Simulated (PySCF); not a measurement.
Relaxation of quartet WCl3

These are results of PySCF, UPBE0, basis W def2-TZVP with ECP60, Cl def2-TZVP (scalar-relativistic core potentials, no spin–orbit coupling, density fitting), not measurements. A (50,194) grid was used.

A hand-made trigonal planar start, of D3h symmetry, held to at least that symmetry:

Coordinates in bohr (charge 0 multiplicity 4):
```
W     0.0000    0.0000    0.0000
Cl    4.4597    0.0000    0.0000
Cl   -2.2299    3.8622    0.0000
Cl   -2.2299   -3.8622    0.0000
```

(1) What does it relax to?

(2) How much energy is released, and in how many steps?

## Answers

(1) It ends at D3h with W–Cl 2.249 Å (×3); Cl–W–Cl 120.0° (×3). A frequency run shows a minimum.

(2) 31.4 kJ/mol in 4 steps.

Open d and f shells are described by one determinant, and the ground state may have another occupation or spin. With an element this heavy the missing spin–orbit coupling can shift these numbers.
